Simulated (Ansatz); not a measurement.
`[F][Ga]1[SiH2][CH]1I`. Charge 0, multiplicity 1. I: def2 effective core potential.

```xyz
8

F     1.9046    2.2029   -1.4242
Ga    0.9408    1.1702   -0.4082
Si   -0.0828   -0.1697    1.1982
C    -0.4561   -0.2551   -0.6533
I    -0.7858   -2.0877   -1.6765
H     0.9325   -1.1812    1.5875
H    -1.1310   -0.0659    2.2505
H    -1.3221    0.3865   -0.8741
```

Task: List the harmonic frequencies (cm⁻¹, unscaled) at PBE0-D4/def2-TZVP in Ansatz. (Estimate.)

Result: Ansatz gave: 70, 98, 132, 138, 271, 340, 356, 556, 585, 678, 698, 778, 838, 930, 1068, 2199, 2236, 3034.

Task: Is this a minimum?

Result: Yes, all 18 modes are real.

Task: Give the ideal-gas thermochemistry at 298.15 K and 1 bar (rigid rotor, harmonic oscillator; point group C1, symmetry number 1).

Result: Zero-point energy 89.8 kJ/mol; H(298) − E = 112.5 kJ/mol; entropy 387.8 J/(mol·K), of which translation 178.1, rotation 127.7, vibration 82.0; G(298) − E = -3.2 kJ/mol. Modes under 100 cm⁻¹ are hindered rotations or soft bends, so the harmonic entropy is rough.

Task: Rotational constants (cm⁻¹)?

Result: 0.09271, 0.01797, 0.01529.
